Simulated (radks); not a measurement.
Values are calculated unless marked as measured or tabulated.
Radial electron density D(r) = 4 pi r^2 rho(r) of an atom or ion with 19 electrons. Level of theory: Dirac Kohn-Sham, LDA (Slater exchange, Perdew-Wang correlation), spin-unpolarised, spherical densities, finite nucleus; Fermi nuclear charge, rms radius of each element as measured or else 0.836 A^(1/3) + 0.57 fm (a radial shooting solver on a logarithmic mesh with Libxc functionals).

```
   r/bohr * D(r) (the largest magnitude, 51.4, reaches the edge; | marks zero)
 0.004309 |     *
 0.004858 |       *
 0.005521 |        *
 0.006225 |          *
 0.007019 |            *
 0.007914 |               *
 0.008995 |                  *
  0.01014 |                     *
  0.01143 |                        *
  0.01289 |                            *
  0.01465 |                                *
  0.01652 |                                   *
  0.01863 |                                       *
    0.021 |                                          *
  0.02368 |                                            *
  0.02691 |                                              *
  0.03035 |                                              *
  0.03421 |                                             *
  0.03858 |                                            *
  0.04384 |                                          *
  0.04943 |                                        *
  0.05574 |                                       *
  0.06284 |                                      *
  0.07142 |                                       *
  0.08053 |                                          *
   0.0908 |                                              *
   0.1024 |                                                  *
   0.1164 |                                                     *
   0.1312 |                                                      *
   0.1479 |                                                    *
   0.1668 |                                              *
   0.1895 |                                      *
   0.2137 |                              *
    0.241 |                       *
   0.2717 |                   *
   0.3063 |                  *
   0.3482 |                    *
   0.3925 |                      *
   0.4426 |                      *
    0.499 |                    *
   0.5672 |                *
   0.6395 |           *
    0.721 |      *
   0.8129 |    *
   0.9239 |  *
    1.042 | *
    1.175 |*
    1.324 |*
    1.505 *
    1.697 *
    1.913 *
    2.157 *
    2.452 *
```

What is the nuclear charge?

Answer. Z = 35. The innermost maximum, from 1s, lies near gamma/Z bohr with gamma = sqrt(1 - (Z/c)^2) = 0.967, here 0.0276 bohr (found: 0.0301), and its height grows with Z. The density is that of the bromine ion Br16+ in [Ar] 4s1; the configuration itself is not fixed sharply by these data, and Z only to about a unit. D(r) has 3 maxima, at r = 0.0301, 0.128, 0.425 bohr, and minima at 0.0614, 0.297 bohr, inside which lie 2.07, 10.39 electrons.
